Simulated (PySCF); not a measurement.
A GIAO shielding run with PySCF 2.14.0 with density-fitted response routines (density fitting, non-relativistic, gas phase) on `C[SiH2][Si@](C)(N)C[SiH3]`, C3H15NSi3:

```
$ OMP_NUM_THREADS=1 python probes_run.py task.json out

{"job": {"kind": "nmr", "xc": "PBE0", "basis": "pcSseg-1"}, "charge": 0, "multiplicity": 1}
C     -2.672617     1.665394    -0.026304
Si    -1.961963     0.367571     1.170823
Si    -0.008015    -0.535224     0.305494
C     -0.271314    -1.731661    -1.153538
N      0.662203    -1.527594     1.559243
C      1.177031     0.858873    -0.300863
Si     2.916387     0.333130    -0.843073
H     -2.923094     1.221511    -0.985722
H     -1.959746     2.463843    -0.211842
H     -3.575810     2.120581     0.367875
H     -1.759846     1.058236     2.459219
H     -3.034871    -0.606559     1.426394
H      0.671070    -2.122808    -1.525412
H     -0.885093    -2.575672    -0.856039
H     -0.769552    -1.238522    -1.982595
H      0.870343    -1.111799     2.452272
H      1.383183    -2.191178     1.323064
H      0.705261     1.387473    -1.130063
H      1.275033     1.595031     0.499514
H      3.727050     1.515818    -1.154317
H      3.574763    -0.408992     0.238840
H      2.849186    -0.518065    -2.034605
```

Hardware: 1 thread of an Arm Neoverse N1, shared host. The job also computes population analyses, field gradients.

Problem. How large is the calculation?

Solution. 82 electrons, 215 basis functions and 1182 auxiliary functions.

Problem. How long does it take, and how much memory does it need?

Solution. 69 s of wall time, with 12 SCF cycles and 4 response iterations; peak memory 1.1 GiB. Times on a shared host scatter by some tens of per cent.
